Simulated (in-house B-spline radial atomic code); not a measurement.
Configurations of Ti, with energies counted from [Ar] 3d2 4s2. Level of theory: non-relativistic PBE0, spin-polarised, spherical fractional occupations, exact exchange averaged over the configuration, point nucleus; calculated with a radial B-spline atomic code at the basis-set limit. Shells without spins written out take the highest spin.

Occupations are held fixed; configurations that lie above the ionisation limit could autoionise.

```tsv
configuration	E - E(ref) (eV)	highest orbital	its <r> (bohr)
[Ar] 3d2 4s1 4p1	1.863	4p up	4.418
[Ar] 3d2 4s1 5s1	4.0738	5s up	8.981
[Ar] 3d2 4s1 5f1	5.8834	5f up	28.34
[Ar] 3d1 4s2 5f1	9.6524	5f up	28.33
```

Question: Order these further configurations by energy, lowest first.
A. [Ar] 3d2 4s1 5p1
B. [Ar] 3d1 4s2 5p1
C. [Ne] 3s2 3p5 3d2 4s2 4f1
D. [Ar] 3d1 4s2 5s1
E. [Ar] 3d1 4s2 4p1

Answer: A (4.7106 eV), E (4.989 eV), D (7.7324 eV), B (8.3906 eV), C (42.916 eV).
